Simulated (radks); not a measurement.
Results of a calculation; reference values are marked as such.
Species: the dysprosium ion Dy0.2+. Configuration: [Ar] 3d10 4s2 4p5.8 4d10 4f10 5s2 5p6 6s2 (fractional occupations, a model configuration). Level of theory: non-relativistic Kohn-Sham, PBE, spin-unpolarised, spherical densities, point nucleus; relativity is left out, which matters for an element this heavy (a radial shooting solver on a logarithmic mesh with Libxc functionals). Some entries of the table are withheld. Estimate them.

orbital,occ.,eigenvalue (eV),r(max) (bohr)
1s,2,-50204.33,0.01524
2s,2,-8046.507,0.08337
2p,6,-7668.376,0.06486
3s,2,-1782.203,0.2315
3p,6,-1612.434,0.2189
3d,10,-1296.168,0.1743
4s,2,-346.0373,0.5268
4p,5.8,-278.7513,0.5311
4d,10,(1),0.5357
5s,2,-44.3948,1.243
5p,6,-26.6773,1.362
4f,10,(2),0.5280
6s,2,-4.6411,3.633

Answer. 
(1) 4d eigenvalue (eV): -158.3002
(2) 4f eigenvalue (eV): -10.1284
